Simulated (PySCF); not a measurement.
Ta: electron affinity

Ta⁻ [Xe] 4f14 5d4 6s2 (5D) → Ta [Xe] 4f14 5d3 6s2 (4F), as a difference of total energies. All numbers are calculated (PySCF 2.14, scalar relativity by spin-free X2C-1e, in x2c-TZVPPall with one added diffuse shell each of s, p, d, f type (12s8p8d4f1g, 113 functions)). The calculations carry no spin-orbit coupling.

Q: Order these methods by the electron affinity they give, lowest first.
A. UHF
B. B97-3
C. BP86
D. wB97X

A: A (-0.426 eV), D (-0.127 eV), B (0.271 eV), C (0.774 eV).

The reference lies between the lowest fine-structure levels, while these numbers refer to the centres of the terms.

A negative affinity means that the anion lies above the atom at that level of theory.

In the anion the highest occupied orbital energy is positive at BP86, B97-3, a self-interaction effect; the basis confines that electron, and the energy difference can still be sensible.

For comparison: 0.329 eV (measured; photodetachment measurements, as compiled on the Wikipedia data page of electron affinities).
